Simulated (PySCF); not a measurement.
SrCl, SMILES [Cl][Sr], multiplicity 2.

Geometry optimised at B3LYP-D3(BJ)/def2-TZVPD. The multiplicity is an assumed one; other spin states were not compared. The def2 effective core potentials stand for the cores of Sr; spin–orbit coupling is left out.

Two levels are set side by side: PBE/def2-TZVPD (PySCF) and B3LYP/def2-TZVPD (PySCF). Same geometry, gas phase. Differences are taken from unrounded values.

```
quantity                       PBE
---------------------------  -----
α-spin orbital gap (eV)       1.81
β-spin orbital gap (eV)       3.70
dipole moment (D)             4.76
mean polarisability (bohr³)  178.7
```

Task: These are the PBE values. What does B3LYP give? (The exact figures need the calculation; the answer reports its results.)

Result: 
| quantity | B3LYP | PBE minus B3LYP |
|---|---|---|
| α-spin orbital gap (eV) | 2.73 | -0.92 |
| β-spin orbital gap (eV) | 4.90 | -1.20 |
| dipole moment (D) | 5.10 | -0.33 |
| mean polarisability (bohr³) | 162.7 | 16.0 |

PBE's more diffuse valence density responds more strongly to a field. Differences between two approximate levels are no errors against the true value.

Rough cost on one machine, each run with all the roots and properties that it gave: B3LYP against PBE about 1/2.
